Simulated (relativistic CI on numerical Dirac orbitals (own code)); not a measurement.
Hyperfine structure of Se¹⁰⁺, mass number 79

Method of calculation: Dirac-Coulomb-Breit CI, KLI orbitals optimised for each configuration, model QED (radiative potential, 1s self-energy scaled to tabulated hydrogen-like ionisation energies), unscaled Slater integrals (own radial code, finite nucleus).

Configurations in the expansion (outside the closed core [Ne]): 3s2.3p6.3d6, 3s2.3p5.3d7, 3s2.3p4.3d8, 3s.3p6.3d7, 3s2.3p6.3d5.4s, 3s2.3p6.3d5.4p, 3p6.3d8, 3s2.3p6.3d5.4d, 3s2.3p6.3d4.4s2, 3s2.3p6.3d4.4s.4p, 3s2.3p6.3d5.4f, 3s2.3p6.3d5.5s, 3s2.3p6.3d4.4p2, 3s.3p5.3d8, 3s2.3p6.3d5.5p, 3s2.3p6.3d5.5d. Levels of other configurations are missing.

Nuclear spin I = 7/2, μ = -1.018 μN, Q = 0.8 b (tables of Stone and Pyykkö). The electronic factors are computed for point nuclear moments, without core polarisation or the Bohr-Weisskopf and QED corrections.

| Level | E (cm⁻¹) | A (MHz) | B (MHz) |
| --- | --- | --- | --- |
| 3s2.3p6.3d6 5D_4 | 0.0 | -388.8 | 2700 |
| 3s2.3p6.3d6 5D_3 | 3883.6 | -281.7 | 654 |
| 3s2.3p6.3d6 5D_2 | 6061.2 | -245.1 | -576 |
| 3s2.3p6.3d6 5D_1 | 7513.0 | -219.7 | -921 |
| 3s2.3p6.3d6 3P_2 | 43304.8 | -305.6 | -249 |
| 3s2.3p6.3d6 3F_4 | 48844.1 | -554.9 | 1130 |
| 3s2.3p6.3d6 3H_6 | 50412.4 | -634.7 | -1420 |
| 3s2.3p6.3d6 3H_5 | 51534.8 | -621.3 | -107 |

Levels with J = 0, under 50 % of one LS term, or S terms without an open s electron are left out. Small factors come from cancelling terms and can be off by tens of per cent or more.

At this charge energies of transitions that change n are usually good to better than 1 %, and those within a shell (Δn = 0) to a few per cent. Terms inside the open d or f shell come out 10 to 20 % too wide with unscaled integrals.

(1) Give the hyperfine levels of 3s2.3p6.3d6 5D_4 relative to its centre of gravity.

Answers

(1) With K = F(F + 1) − I(I + 1) − J(J + 1), E = AK/2 + B[¾K(K + 1) − I(I + 1)J(J + 1)]/[2I(2I − 1)J(2J − 1)]: F = 1/2: 8133, F = 3/2: 7208, F = 5/2: 5736, F = 7/2: 3819, F = 9/2: 1604, F = 11/2: -724.3, F = 13/2: -2938, F = 15/2: -4768 MHz.

LS names give the leading component of a level, which can be under half, so a name can repeat, a term be missing and a line seem to break the LS rules.
